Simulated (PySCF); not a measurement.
Compound: Ge(NMeEt)Cl3, C3H8Cl3GeN.
Bonds: Ge1–N2, Ge1–Cl14, Ge1–Cl15, Ge1–Cl16, N2–C3, N2–C4, C4–C5. Hydrogens: H6, H7, H8 on C3; H9, H10 on C4; H11, H12, H13 on C5.

Method: PBE0-D3(BJ)/def2-SVP geometry optimisation, gas phase in PySCF 2.14.0; density fitting, grid level 1; the optimiser is geomeTRIC in internal coordinates, started from a GFN2-xTB structure with every atom displaced at random (about 0.03 Å).

Step 0: E = -98773.9726 eV
```
atom  x, y, z in Å  |  force x, y, z in eV/Å
Ge1    -0.0639    0.4400   -1.8526   -2.410   2.299   1.518
N2     -0.2874    0.6581   -0.0252    1.088   0.647  -1.539
C3      0.7749    1.3121    0.6417    3.309   0.763  -0.103
C4     -0.8043   -0.3840    0.7331   -5.734  -1.040   1.285
C5     -0.0686   -1.6706    0.8874   -1.730   0.229   1.702
H6      0.4705    1.6949    1.6282   -0.209   0.012  -0.007
H7      1.7204    0.6505    0.8309   -1.319   0.716  -0.137
H8      1.2132    2.1900    0.0644   -0.768  -0.736   0.418
H9     -1.1683    0.0397    1.7815    0.942  -0.687  -1.711
H10    -1.8432   -0.6568    0.2617    1.423   0.434   0.639
H11    -0.6585   -2.4131    1.4808    0.288   0.386  -0.548
H12     0.2340   -2.0468   -0.0361    0.572  -1.074  -1.976
H13     0.7614   -1.4102    1.4524    2.442  -0.059   1.336
Cl14    1.6699   -0.3430   -2.5411    2.185  -1.096  -0.774
Cl15   -0.2278    2.4618   -2.6271    0.253  -0.310   0.084
Cl16   -1.7567   -0.5566   -2.6137   -0.332  -0.482  -0.187
```

Step 1: E = -98774.8514 eV
```
atom  x, y, z in Å  |  force x, y, z in eV/Å
Ge1    -0.1005    0.4945   -1.8242   -0.916   0.905   0.513
N2     -0.2908    0.6630   -0.0213    0.352  -0.115  -0.599
C3      0.8007    1.3517    0.6235    0.471   0.171   0.286
C4     -0.8912   -0.4166    0.7207   -0.544  -0.364   0.484
C5     -0.0489   -1.6784    0.9163   -0.016   0.307  -0.001
H6      0.4716    1.7442    1.6000   -0.069   0.021   0.001
H7      1.7142    0.7449    0.8105   -0.227  -0.105  -0.042
H8      1.1376    2.2138    0.0266   -0.190   0.025  -0.050
H9     -1.1855   -0.0172    1.7088    0.180   0.094   0.069
H10    -1.8764   -0.6742    0.2774    0.392  -0.009  -0.198
H11    -0.6280   -2.4201    1.4780   -0.073  -0.180  -0.009
H12     0.2435   -2.1083   -0.0530   -0.018  -0.108  -0.016
H13     0.8729   -1.4943    1.4939   -0.060   0.103  -0.090
Cl14    1.6606   -0.4479   -2.4895    0.616  -0.383  -0.254
Cl15   -0.0916    2.5031   -2.6028    0.102  -0.222   0.004
Cl16   -1.8226   -0.4921   -2.5982   -0.001  -0.140  -0.099
```

**Question.** Estimate the geometry and energy of step 2. (The exact step hangs on the optimiser's Hessian estimate; all steps are aligned on step 1, rigid shifts and turns removed.)

**Answer.** E = -98774.9160 eV, largest force 0.541 eV/Å
```
atom  x, y, z in Å  |  force x, y, z in eV/Å
Ge1    -0.1233    0.5169   -1.8172   -0.396   0.319   0.184
N2     -0.2824    0.6613   -0.0211    0.167  -0.137  -0.203
C3      0.8035    1.3570    0.6365   -0.044   0.112   0.102
C4     -0.8941   -0.4216    0.7262    0.057  -0.092   0.228
C5     -0.0445   -1.6731    0.9193    0.110   0.039  -0.035
H6      0.4584    1.7394    1.6127   -0.015  -0.005  -0.018
H7      1.6999    0.7378    0.8139    0.056  -0.069   0.007
H8      1.1075    2.2267    0.0375    0.013   0.050  -0.015
H9     -1.1745   -0.0146    1.7126    0.010   0.062   0.063
H10    -1.8455   -0.6851    0.2504   -0.107  -0.060  -0.190
H11    -0.6122   -2.4340    1.4753    0.001  -0.020   0.002
H12     0.2522   -2.1117   -0.0500   -0.039   0.030   0.086
H13     0.8780   -1.4669    1.4910   -0.105   0.001  -0.087
Cl14    1.6330   -0.4932   -2.4956    0.201  -0.148  -0.091
Cl15   -0.0451    2.5004   -2.6217    0.035  -0.053  -0.007
Cl16   -1.8453   -0.4732   -2.6034    0.056  -0.031  -0.026
```

The energy changes by -0.0646 eV. The first-order estimate −F·Δx gives -0.1009 eV and the mean of the old and new forces, exact on a quadratic surface, -0.0642 eV. The step makes an angle of 65° with the force vector and moves no atom by more than 0.053 Å.

What follows is the cost of the whole optimisation. Hardware: an AMD EPYC with one thread, on a shared host. Cost: 13 min of wall time, 1.1 GiB resident at most.
